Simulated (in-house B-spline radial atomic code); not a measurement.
Values are calculated unless marked as measured or tabulated.
C6 from the polarisability at imaginary frequency: Yb

PBEsol linear response of the closed shell [Xe] 4f14 6s2, from a B-spline radial code for spherical atoms; scalar-relativistic (spin-free one-electron X2C), finite nucleus, no spin-orbit coupling; shells from n = 4 respond.

The dispersion coefficient of two like species is C6 = (3/π) ∫ α(iu)² du from 0 to ∞.

```csv
u (hartree),α(iu) (bohr³)
0,135.5
0.03,128.4
0.07,104.6
0.12,73.89
0.2,43.04
0.3,25.36
0.45,14.69
0.7,8.416
1,5.533
1.5,3.429
2.5,1.793
5,0.6836
```

(1) Fit one oscillator, α(iu) = α(0)/(1 + u²/ω²), through u = 0.2 and estimate C6.

(2) How does that compare with the full integral?

## Answers

(1) From α(0)/α(iu) − 1 = 135.5/43.04 − 1 = 2.1482, ω = u/√2.1482 = 0.1365 hartree (3.7 eV). London's formula gives C6 = (3/4) α(0)² ω = 0.75 × 135.5² × 0.1365 = 1879 hartree·bohr⁶, and the oscillator holds f = α(0) ω² = 2.52 electrons, of a sum of oscillator strengths of 47.1.

(2) The program's quadrature over all excitations gives C6 = 1887, so the single oscillator is off by -0.4 %. At the last point the fit gives α = 0.101 against 0.684: higher excitations, and deeper shells where there are any, keep the true curve higher at large u.
